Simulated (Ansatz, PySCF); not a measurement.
CdTe, SMILES [Cd]=[Te]. Atoms are numbered in the order given.

```xyz
2

Cd     0.0000     0.0000    -1.3242
Te     0.0000     0.0000     1.2240
```

The structure is a stationary point at PBE0-D3(BJ)/def2-TZVP. The def2 effective core potentials stand for the cores of Cd, Te; spin–orbit coupling is left out.

Two levels are set side by side: PBE-D3(BJ)/def2-TZVP (Ansatz, a quantum-chemistry and plane-wave program) and PBE0-D3(BJ)/def2-TZVP (Ansatz). Each level has its own optimised geometry; the coordinates shown are those of the second. Frequencies come from the Hessian of PySCF at each geometry. Differences are taken from unrounded values.

```csv
quantity,PBE0-D3(BJ)
bond Cd1–Te2 (Å),2.548
highest harmonic wavenumber (cm⁻¹),206
mean harmonic wavenumber (cm⁻¹),206
zero-point energy (kcal/mol),0.29
```

Question: What does PBE-D3(BJ) give, and how far is it from PBE0-D3(BJ)? (The exact figures need the calculation; the answer reports its results.)

Answer: 
```
quantity                            PBE-D3(BJ)  PBE-D3(BJ) minus PBE0-D3(BJ)
----------------------------------  ----------  ----------------------------
bond Cd1–Te2 (Å)                         2.563                         0.015
highest harmonic wavenumber (cm⁻¹)         200                            -6
mean harmonic wavenumber (cm⁻¹)            200                            -6
zero-point energy (kcal/mol)              0.29                         -0.01
```
